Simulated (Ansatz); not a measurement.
`NB(N)F` + H₂ → `NBF` + NH₃ at 298.15 K and 1 bar (hydrogenolysis of a B–N bond).

Program: Ansatz. Geometries: PBE0-D4/def2-TZVP. ΔE: electronic, gas phase. CCSD(T)/CBS adds triple-zeta CCSD(T) − MP2 to the extrapolated MP2 energy (def2 sets, frozen cores). This one scheme is used for every species. Each species was taken in one conformer, which may not be the lowest.

```csv
species,CCSD(T)/CBS energy (Eh),H − E (kJ/mol),S (J/(mol·K))
`NB(N)F`,-236.55523,174.7,286.9
H₂,-1.17544,35.1,130.4
`NBF`,-181.19761,123.9,257.1
NH₃,-56.50880,100.5,192.4
```

H − E and S are ideal-gas, rigid-rotor, harmonic terms from PBE0-D4/def2-TZVP, for one conformer and one mirror image of each species. The MP2-based limit puts H₂ 0.8 mEh under its directly extrapolated value; such offsets cancel only in part. 1 Eh = 2625.50 kJ/mol, R = 8.31446 J/(mol·K).

Question: By hand: ΔE, ΔH, ΔS and ΔG.

Answer: ΔE = (-181.19761) + (-56.50880) − (-236.55523) − (-1.17544) = 0.02426 Eh = 63.7 kJ/mol. Δ(H − E) = 123.9 + 100.5 − 174.7 − 35.1 = 14.6, so ΔH = 78.3 kJ/mol. ΔS = 257.1 + 192.4 − 286.9 − 130.4 = 32.2 J/(mol·K). ΔG = 78.3 − 298.15 × (32.2)/1000 = 68.7 kJ/mol.

Question: By hand: the equilibrium constant, and the temperature at which ΔG would vanish if ΔH and ΔS stayed fixed.

Answer: log₁₀ K = −ΔG/(RT ln 10) = -12.0. ΔG = 0 at ΔH/ΔS = 2432 K.

ΔH outweighs TΔS. A doubt of 5 kJ/mol in ΔE shifts log₁₀ K by 0.9 here. Other conformers and mirror images would add mixing entropy, several J/(mol·K) or more a flexible species. These are equilibria of isolated gas molecules and say nothing of rates. Largest T1 diagnostic: 0.012 (customary marks: 0.02 for closed shells, 0.045 for open ones).
